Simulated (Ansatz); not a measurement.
Geometry optimisation, Ansatz, RKS CAM-B3LYP-D4/STO-3G.

input.yaml

```yaml
crystal:
  periodic: [false, false, false]
  atoms:
    - { symbol: Si, position_ang: [0.0, 0.0, 0.0] }
    - { symbol: "N", position_ang: [0.0, 0.0, 1.82] }
    - { symbol: C, position_ang: [-1.2162, -0.3762, 2.555] }
    - { symbol: H, position_ang: [-1.8642, -0.9999, 1.9045] }
    - { symbol: H, position_ang: [-0.9378, -0.9533, 3.4614] }
    - { symbol: H, position_ang: [-1.7663, 0.5401, 2.8549] }
    - { symbol: C, position_ang: [1.2162, 0.3762, 2.555] }
    - { symbol: H, position_ang: [1.4641, -0.4163, 3.2916] }
    - { symbol: H, position_ang: [2.0585, 0.4943, 1.8418] }
    - { symbol: H, position_ang: [1.0457, 1.3351, 3.0874] }
    - { symbol: "N", position_ang: [1.7163, 0.0, -0.6061] }
    - { symbol: H, position_ang: [2.2145, -0.918, -0.7868] }
    - { symbol: H, position_ang: [2.2175, 0.918, -0.7783] }
    - { symbol: "N", position_ang: [-0.8572, 1.4851, -0.6061] }
    - { symbol: H, position_ang: [-1.8773, 1.43, -0.8888] }
    - { symbol: H, position_ang: [-0.3367, 2.4058, -0.6766] }
    - { symbol: "N", position_ang: [-0.8572, -1.4851, -0.6061] }
    - { symbol: H, position_ang: [-1.3922, -2.1014, 0.0704] }
    - { symbol: H, position_ang: [-0.8219, -1.7344, -1.6357] }
basis:
  gaussian: { orbitals: STO-3G }
hamiltonian:
  xc: cam_b3lyp
  dispersion: d4
relax:
  f_tol: 0.02
  max_steps: 40
```

Run as:

```bash
$ ansatz run input.yaml --threads 1 --pin off --max-ram 2048MiB --backend cpu --events-out ev --progress --plain --runs-dir out
```

Where does it end, and by what steps?

It converged. Limits of this set-up: minimal basis. After 12 steps the energy has fallen by 1.374 eV; H13 moved furthest, 0.99 Å.

```
step  energy less start (eV)  largest force component (eV/Å)  accepted
   0                  0.0000                           3.525       yes
   1                 -0.9708                           1.152       yes
   2                 -1.1429                           0.298       yes
   3                 -1.2106                           0.717       yes
   4                 -1.2762                           0.711       yes
   5                 -1.3247                           0.258       yes
   6                 -1.3400                           0.825       yes
   7                 -1.3408                           0.822       yes
   8                 -1.3696                           0.178       yes
   9                 -1.3723                           0.103       yes
  10                 -1.3734                           0.032       yes
  11                 -1.3736                           0.030       yes
  12                 -1.3737                           0.008       yes
```

```xyz
19
Properties=species:S:1:pos:R:3
Si 0.022 -0.015 0.009
N 0.081 -0.205 1.731
C -1.145 -0.523 2.492
H -1.862 -1.013 1.815
H -0.925 -1.211 3.328
H -1.630 0.375 2.924
C 1.099 0.507 2.529
H 1.455 -0.118 3.368
H 1.956 0.741 1.878
H 0.721 1.455 2.963
N 1.690 0.012 -0.457
H 2.268 -0.810 -0.202
H 1.890 0.257 -1.443
N -0.626 1.412 -0.736
H -1.633 1.593 -0.562
H -0.113 2.293 -0.543
N -1.065 -1.264 -0.500
H -0.825 -2.237 -0.242
H -1.351 -1.251 -1.496
```

Time of the run: 47 s on 1 thread of Intel(R) Xeon(R) 6975P-C (Granite Rapids), on a shared host, peak memory 0.18 GiB.
